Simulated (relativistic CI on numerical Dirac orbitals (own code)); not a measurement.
## Ho¹⁴⁺: computed level list

Computed by Dirac-Coulomb-Breit CI, separate exchange-only KLI orbitals for each configuration, model QED (radiative potential, 1s self-energy scaled to tabulated hydrogen-like ionisation energies), unscaled Slater integrals (own radial code, finite nucleus).

Configurations in the expansion (outside the closed core [Kr] 4d10): 4f6 5s, 4f7, 4f5 5s2, 4f6 5p, 4f4 5s 5p2, 4f4 5s2 5p, 4f4 5s2 5d, 4f4 5s2 6s, 4f4 5s2 5f, 4f5 5s 6s, 4f4 5s 6s2. The list is cut by size and lacks configurations that can hold low levels.

| No. | Configuration | Term | J | E (cm⁻¹) | % | Next component (%) | Landé g | jj configuration (%) |
| --- | --- | --- | --- | --- | --- | --- | --- | --- |
| 1 | 4f6 5s | 8F | 1/2 | 0.0 | 93 | 7 6D | 3.949 | 4f5/2^4 4f7/2^2 5s (37) |
| 2 | 4f6 5s | 8F | 3/2 | 996.9 | 94 | 5 6D | 1.990 | 4f5/2^3 4f7/2^3 5s (36) |
| 3 | 4f6 5s | 8F | 5/2 | 2444.0 | 96 | 3 6D | 1.709 | 4f5/2^4 4f7/2^2 5s (43) |
| 4 | 4f6 5s | 8F | 7/2 | 4175.1 | 97 | 2 6D | 1.614 | 4f5/2^3 4f7/2^3 5s (46) |
| 5 | 4f6 5s | 8F | 9/2 | 6070.1 | 97 | 1 6G | 1.570 | 4f5/2^3 4f7/2^3 5s (44) |
| 6 | 4f6 5s | 8F | 11/2 | 8044.7 | 97 | 2 6G | 1.546 | 4f5/2^3 4f7/2^3 5s (39) |
| 7 | 4f6 5s | 8F | 13/2 | 10035.1 | 95 | 4 6G | 1.530 | 4f5/2^3 4f7/2^3 5s (35) |
| 8 | 4f5 5s2 | 6H° | 5/2 | 19738.5 | 92 | 7 4G° | 0.306 | 4f5/2^4 4f7/2 (32) |
| 9 | 4f5 5s2 | 6H° | 7/2 | 22531.2 | 95 | 4 4G° | 0.831 | 4f5/2^4 4f7/2 (45) |
| 10 | 4f5 5s2 | 6H° | 9/2 | 25636.9 | 96 | 2 4G° | 1.069 | 4f5/2^3 4f7/2^2 (60) |
| 11 | 4f5 5s2 | 6H° | 11/2 | 28888.0 | 96 | 2 4I° | 1.197 | 4f5/2^2 4f7/2^3 (46) |
| 12 | 4f6 5s | 6F | 1/2 | 30989.9 | 74 | 11 4D | -0.040 | 4f5/2^4 4f7/2^2 5s (31) |
| 13 | 4f5 5s2 | 6H° | 13/2 | 32175.7 | 95 | 4 4I° | 1.273 | 4f5/2^2 4f7/2^3 (45) |
| 14 | 4f6 5s | 6F | 3/2 | 32528.3 | 82 | 8 6D | 1.148 | 4f5/2^5 4f7/2 5s (33) |
| 15 | 4f5 5s2 | 6F° | 1/2 | 33444.3 | 94 | 5 4D° | -0.636 | 4f5/2^3 4f7/2^2 (50) |
| 16 | 4f5 5s2 | 6F° | 3/2 | 33839.9 | 91 | 4 4D° | 1.045 | 4f5/2^4 4f7/2 (43) |
| 17 | 4f6 5s | 6D | 1/2 | 34191.7 | 69 | 14 6F | 2.719 | 4f5/2^5 4f7/2 5s (32) |
| 18 | 4f6 5s | 6F | 5/2 | 34672.5 | 89 | 4 6D | 1.325 | 4f5/2^4 4f7/2^2 5s (44) |
| 19 | 4f5 5s2 | 6F° | 5/2 | 34864.1 | 88 | 7 4F° | 1.288 | 4f5/2^3 4f7/2^2 (49) |
| 20 | 4f5 5s2 | 6H° | 15/2 | 35403.3 | 91 | 8 4I° | 1.320 | 4f5/2^2 4f7/2^3 (39) |
| 21 | 4f6 5s | 6F | 7/2 | 36981.6 | 93 | 2 6D | 1.390 | 4f5/2^3 4f7/2^3 5s (46) |
| 22 | 4f5 5s2 | 6F° | 7/2 | 37140.6 | 90 | 6 4F° | 1.380 | 4f5/2^3 4f7/2^2 (41) |
| 23 | 4f6 5s | 6D | 3/2 | 37915.8 | 79 | 11 6F | 1.773 | 4f5/2^5 4f7/2 5s (29) |
| 24 | 4f6 5s | 6F | 9/2 | 39260.9 | 93 | 3 4G | 1.421 | 4f5/2^3 4f7/2^3 5s (41) |
| 25 | 4f5 5s2 | 6F° | 9/2 | 40215.8 | 93 | 4 4F° | 1.423 | 4f5/2^2 4f7/2^3 (41) |
| 26 | 4f7 | 8S° | 7/2 | 40467.8 | 97 | 3 6P° | 1.990 | 4f5/2^3 4f7/2^4 (34) |
| 27 | 4f6 5s | 6F | 11/2 | 41403.6 | 90 | 6 4G | 1.436 | 4f5/2^3 4f7/2^3 5s (36) |
| 28 | 4f6 5s | 6D | 5/2 | 42606.0 | 87 | 7 6F | 1.626 | 4f5/2^4 4f7/2^2 5s (38) |
| 29 | 4f5 5s2 | 6F° | 11/2 | 43693.9 | 95 | 4 4G° | 1.445 | 4f5/2^2 4f7/2^3 (43) |
| 30 | 4f6 5s | 6L | 11/2 | 46083.7 | 90 | 8 4K | 0.632 | 4f5/2^4 4f7/2^2 5s (35) |

Energies count from the lowest computed level; ° marks odd parity. Filled j subshells are mostly left out of the jj labels.

The mean weight of the leading LS term, summed over parents, in these 30 levels is 91 %, and that of the leading jj configuration (from the same eigenvectors) 40 %, so LS coupling describes them better.

At this charge transitions that keep the count of f electrons are usually good to a few per cent. Terms inside the open d or f shell come out 10 to 20 % too wide with unscaled integrals. Levels and lines within the n = 5 or 6 shells can be off by up to 10 % or somewhat more, and those that change n by about 2 %, since core polarisation is missing. Levels that differ in their count of f electrons can be misplaced by several ten thousand cm⁻¹, since the correlation energy of f electrons is missing or only estimated; rates across such gaps can be off by orders of magnitude.

Landé's interval rule says that E(J) − E(J−1) = AJ with one A. For the ground term the intervals give A = 664.6, 578.8, 494.6, 421.1, 359.0, 306.2 cm⁻¹ for J = 3/2, 5/2, 7/2, 9/2, 11/2, 13/2; the multiplet is regular.
